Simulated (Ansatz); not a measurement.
Isolated molecules relaxed with PBE0-D4/def2-TZVP in Ansatz; ΔE leaves out vibrations. CCSD(T)/CBS is the MP2 limit (def2-TZVPP, def2-QZVPP) plus CCSD(T) − MP2 in def2-TZVPP, frozen cores. Functionals use def2-TZVPP. B3LYP here is the variant with VWN-RPA as its local correlation; programs differ in this. For Se, Zn outer-core shells are correlated without core-valence functions, which leaves a few kJ/mol of doubt a bond. Scalar relativity is left out up to krypton. One conformer a species, not always the lowest.

`[CH3][Zn][Se]C(F)(F)F` + `OB(O)F` → `OB(O)[Se]C(F)(F)F` + `[CH3][Zn][F]`  (redistribution)

`[CH3][Zn][Se]C(F)(F)F`:

```xyz
10

C     1.642   -0.971   -1.526
Zn    0.605    0.392   -0.629
Se   -0.603    2.080    0.412
C    -1.608    0.802    1.502
F    -2.862    0.655    1.078
F    -1.663    1.190    2.773
F    -1.048   -0.429    1.488
H     1.135   -1.301   -2.434
H     2.628   -0.587   -1.797
H     1.773   -1.832   -0.868
```

`OB(O)F`:

Z-matrix (Å, degrees):
```
B
O 1 1.352
F 1 1.333 2 117.9
O 1 1.360 2 121.6 3 180.0
H 2 0.960 1 112.5 3 -180.0
H 4 0.960 1 113.1 2 -180.0
```

`OB(O)[Se]C(F)(F)F`:

Cartesian coordinates in Å:
```
O -0.258 0.767 1.406
B -0.909 0.853 0.225
O -1.888 1.765 0.031
Se -0.599 -0.292 -1.369
C 1.035 -1.179 -0.765
F 1.333 -2.165 -1.601
F 2.082 -0.354 -0.711
F 0.914 -1.714 0.467
H 0.358 0.036 1.497
H -2.069 2.283 0.821
```

`[CH3][Zn][F]`:

Cartesian coordinates in Å:
```
C -0.703 0.013 -0.233
Zn 1.113 -0.020 0.369
F 2.778 -0.050 0.920
H -1.317 -0.650 0.379
H -1.107 1.024 -0.164
H -0.764 -0.316 -1.272
```

```csv
level,ΔE (eV)
r2SCAN-D4,1.18
B3LYP-D4,1.18
ωB97X-V,1.17
ωB97M-V,1.23
PBE0,1.24
HF/def2-QZVPP,1.49
HF/CBS(def2),1.49
MP2/CBS(def2),1.17
```

Q: What does CCSD(T)/CBS give? (Estimate.)

A: Ansatz gave: +1.20 eV. The listed levels differ from it by -0.02, -0.02, -0.03, 0.03, 0.04, 0.29, 0.29, -0.03 eV.

Largest T1 diagnostic among the species: 0.016.

The D4 term adds −0.04 eV with B3LYP and −0.02 eV with PBE0; it sums over pairs of atoms, weighted by their polarisabilities, and B3LYP, whose exchange is more repulsive, gets the larger term. In def2-TZVPP, CCSD(T) changes the Hartree–Fock value by −0.33 eV (the triples alone add −0.04 eV) and MP2 by −0.36 eV.
